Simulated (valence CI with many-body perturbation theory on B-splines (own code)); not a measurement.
Results of a calculation; reference values are marked as such.
# Level structure of Pm⁵⁵⁺

Level of theory: configuration interaction combined with many-body perturbation theory (CI+MBPT): four valence electrons over a frozen Dirac-Fock core [He], a basis of 11 s, 11 p, 9 d, 7 f, 5 g, 2 h, 1 i functions for each j, with the one-electron correlation potential Σ1 (screened to all orders), the two-electron term Σ2, the three-electron term Σ3, Breit, model QED; selected single and double excitations, second order for the rest (own B-spline code, finite nucleus).

The last digits are not significant, and no measured levels were compared; by estimate large intervals hold to a few tenths of a per cent, small ones and those within an open d or f shell to about a per cent. Among the levels kept, up to 280 cm⁻¹ of a level comes from second order outside the variational space, and about a tenth of that is noise between levels of different J, which matters for small intervals.

Levels 91 to 116 of 116, with energies above the lowest level, (2s^2 2p1/2^2) J=0. "Leading %" is the weight of the configuration and term that name the level; weights of strongly mixed levels are sums over their largest components and can fall short. In the jj column 3d3/2^4 stands for four electrons in 3d with j = 3/2.

```csv
No.,Configuration,Term,J,E (Ry),Leading %,Second component,Leading jj
91,2s.2p2.3d,5D,4,570.22,50,27 % 2s.2p2.3d 3F,2s 2p1/2 2p3/2 3d5/2 (81 %)
92,2s.2p2.3p,3P°,0,570.27,80,19 % 2s.2p2.3p 1S°,2s 2p1/2 2p3/2 3p3/2 (100 %)
93,2s.2p2.3d,3D,2,570.35,26,15 % 2s.2p2.3d 5P,2s 2p1/2 2p3/2 3d3/2 (83 %)
94,2s.2p2.3d,5P,1,570.47,22,20 % 2s.2p2.3d 3P,2s 2p1/2 2p3/2 3d3/2 (70 %)
95,2s.2p2.3p,1D°,2,570.53,36,24 % 2s.2p2.3p 3D°,2s 2p1/2 2p3/2 3p3/2 (93 %)
96,2s.2p2.3p,3S°,1,570.79,27,23 % 2s.2p2.3p 3D°,2s 2p1/2 2p3/2 3p3/2 (86 %)
97,2s.2p2.3p,3P°,1,570.89,53,23 % 2s.2p2.3p 1P°,2s 2p1/2 2p3/2 3p3/2 (98 %)
98,2s.2p2.3d,3F,2,571.49,31,21 % 2s.2p2.3d 5D,2s 2p1/2 2p3/2 3d5/2 (94 %)
99,2s.2p2.3d,3F,3,572.12,47,21 % 2s.2p2.3d 5P,2s 2p1/2 2p3/2 3d5/2 (88 %)
100,2p3.3p,3D,2,572.37,18,16 % 2p3.3p 3F,2p1/2^2 2p3/2 3p1/2 (76 %)
101,2s.2p2.3d,3D,1,572.46,24,14 % 2s.2p2.3d 3P,2s 2p1/2 2p3/2 3d5/2 (73 %)
102,2s.2p2.3d,3G,5,572.67,59,41 % 2s.2p2.3d 5F,2s 2p1/2 2p3/2 3d5/2 (99 %)
103,2p3.3p,3P,1,572.75,14,13 % 2p3.3p 5P,2p1/2^2 2p3/2 3p1/2 (62 %)
104,2s.2p2.3d,3F,2,573.25,54,37 % 2s.2p2.3d 3P,2s 2p1/2 2p3/2 3d3/2 (64 %)
105,2s.2p2.3d,3G,3,573.79,39,37 % 2s.2p2.3d 1F,2s 2p1/2 2p3/2 3d3/2 (85 %)
106,2s.2p2.3d,3D,3,574.27,59,12 % 2s.2p2.3d 3G,2s 2p1/2 2p3/2 3d5/2 (83 %)
107,2s.2p2.3d,3D,1,574.45,64,11 % 2s.2p2.3d 3P,2s 2p1/2 2p3/2 3d3/2 (86 %)
108,2s.2p2.3d,3F,4,574.60,56,26 % 2s.2p2.3d 1G,2s 2p1/2 2p3/2 3d5/2 (93 %)
109,2s.2p2.3d,3D,1,574.84,69,10 % 2s.2p2.3d 3P,2s 2p1/2 2p3/2 3d5/2 (60 %)
110,2s.2p2.3d,1D,2,575.11,27,26 % 2s.2p2.3d 3D,2s 2p1/2 2p3/2 3d5/2 (58 %)
111,2s.2p2.3d,3P,0,575.50,96,,2s 2p1/2 2p3/2 3d5/2 (60 %)
112,2s.2p2.3d,1D,2,575.70,42,16 % 2s.2p2.3d 3F,2s 2p1/2 2p3/2 3d3/2 (82 %)
113,2s.2p2.3d,1P,1,576.16,58,26 % 2s.2p2.3d 3P,2s 2p1/2 2p3/2 3d3/2 (56 %)
114,2s.2p2.3d,1S,0,576.32,59,39 % 2s.2p2.3d 3P,2s 2p1/2 2p3/2 3d3/2 (61 %)
115,2s.2p2.3d,3D,3,577.47,41,27 % 2s.2p2.3d 3F,2s 2p1/2 2p3/2 3d5/2 (98 %)
116,2s.2p2.3d,3F,4,577.82,44,32 % 2s.2p2.3d 3G,2s 2p1/2 2p3/2 3d5/2 (100 %)
```

Where two levels of one J and parity lie close, their mixing, g and order are uncertain.
